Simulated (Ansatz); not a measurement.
Input file for Ansatz (an electronic-structure program): R-PBE/def2-TZVPP on BGeH5 (SMILES [BH2][GeH3]), atoms moved off the minimum.

Ansatz 0.2 input:
```yaml
crystal:
  periodic: [false, false, false]
  atoms:
    - {symbol: B, position_ang: [-1.69741641, -0.16963102, -0.42596888]}
    - {symbol: Ge, position_ang: [0.40141533, 0.07982444, 0.07493045]}
    - {symbol: H, position_ang: [1.08687098, -1.19008506, -0.44613661]}
    - {symbol: H, position_ang: [0.89794118, 1.36143594, -0.49565583]}
    - {symbol: H, position_ang: [0.49725449, 0.10482008, 1.65399852]}
    - {symbol: H, position_ang: [-2.41507801, 0.82588427, -0.12158452]}
    - {symbol: H, position_ang: [-2.12778998, -0.93806429, -1.06379140]}
basis:
  gaussian:
    orbitals: def2-TZVPP
hamiltonian:
  xc: {name: PBE}
scf: {lower_state_search: off}
output: {forces: true}
```

It printed:

```
WARN ansatz: RAYON_NUM_THREADS=1 ignored (pool sized by the plan → 1); use --threads N
Functional definition: PBE
these checks for a lower state are left out or cut short: stability, starts, cluster_reference, orbital_swaps, neighbouring_geometries, increment
integrals: 0.05 GiB planned
822 factors; their error is unknown
mean field: 0.42 GiB planned
mean field evaluation 1: about -57261.9678 eV, gradient 3.2e1 eV
mean field evaluation 2: about -57261.7039 eV, gradient 3.8e1 eV
mean field evaluation 4: about -57264.2531 eV, gradient 9.4e-1 eV
mean field evaluation 8: about -57264.2382 eV, gradient 2.8e-2 eV
mean field evaluation 16: about -57264.2382 eV, gradient 3.5e-5 eV
mean field -57264.23819164 eV, -2104.4219384478 hartree, gradient 2.4e-6 eV, S^2 0.000000; 0 other end points of the search recorded, 0 dependent functions left out
the calculation of the forces begins
reference -57264.23823322 eV, -2104.4219399762 hartree; 21, 21 occupied and 128, 128 virtual orbitals, 822 factors
Total energy: -57264.23823322 eV, -2104.4219399762 hartree
Atom 0 at    -1.697416    -0.169631    -0.425969 Å, force     1.635118     4.201651     2.084930 eV/Å
Atom 1 at     0.401415     0.079824     0.074930 Å, force    -1.922942    -1.381216     0.717400 eV/Å
Atom 2 at     1.086871    -1.190085    -0.446137 Å, force     0.472367     0.023307    -0.043442 eV/Å
Atom 3 at     0.897941     1.361436    -0.495656 Å, force     0.454679     0.789678    -0.381647 eV/Å
Atom 4 at     0.497254     0.104820     1.653999 Å, force     0.102591     0.058585    -0.490754 eV/Å
Atom 5 at    -2.415078     0.825884    -0.121585 Å, force     0.513323    -1.062101    -0.127717 eV/Å
Atom 6 at    -2.127790    -0.938064    -1.063791 Å, force    -1.255137    -2.629903    -1.758769 eV/Å
Dipole moment:    -0.029561    -0.008461    -0.036115 e Å
Checks for a lower state left out: stability, starts, cluster_reference, orbital_swaps, neighbouring_geometries, increment
```

Self-consistency was reached.

Cost: roughly 1.7 core-seconds.
